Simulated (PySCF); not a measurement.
Two-photon absorption: SMILES [C-]#[N+]c1ccco1, C5H3NO

Geometry:
| atom | x (Å) | y (Å) | z (Å) |
| --- | --- | --- | --- |
| C1 | 3.297 | -0.561 | 0.037 |
| N2 | 2.139 | -0.340 | 0.027 |
| C3 | 0.815 | -0.063 | 0.011 |
| C4 | 0.128 | 1.106 | -0.178 |
| C5 | -1.250 | 0.752 | -0.079 |
| C6 | -1.281 | -0.591 | 0.160 |
| O7 | -0.031 | -1.092 | 0.215 |
| H8 | 0.566 | 2.083 | -0.362 |
| H9 | -2.108 | 1.414 | -0.173 |
| H10 | -2.087 | -1.304 | 0.308 |

Theory: TDDFT HSE06/cc-pVTZ excited states, vertical, gas phase in PySCF. Geometry: PBE0-D3(BJ)/def2-SVP.

States above about 6.6 eV lie in this functional's continuum (it starts at minus the energy of the highest occupied orbital, well below the true ionisation energy for most functionals) and depend on the basis.

Question: How strongly do the lowest singlets absorb one photon, and two photons of half the energy?

Answer: δ for parallel linear polarisation; σ at the peak of a Lorentzian of half width 0.1 eV, single beam; Ω is circular over linear.
| state | E (eV) | f | photon λ (nm) | δ (au) | σ (GM) | Ω | main |
| --- | --- | --- | --- | --- | --- | --- | --- |
| S1 | 5.39 | 0.375 | 460 | 214 | 2.27 | 0.78 | HOMO→LUMO 0.96 |
| S2 | 5.56 | 0.000 | 446 | 0.11 | 0.00 | 1.50 | HOMO→LUMO+1 0.98 |
| S3 | 6.38 | 0.007 | 389 | 311 | 4.65 | 0.87 | HOMO−1→LUMO 0.56, HOMO→LUMO+2 0.41 |
| S4 | 6.76 | 0.029 | 367 | 10.3 | 0.17 | 1.50 | HOMO−2→LUMO 0.99 |
| S5 | 7.26 | 0.002 | 342 | 5.14 | 0.10 | 1.50 | HOMO→LUMO+3 0.99 |

Among these, the strongest one-photon state is S1, the strongest two-photon state S3, with a dipole change of 0.7 D (relaxed, norm of the difference vector).
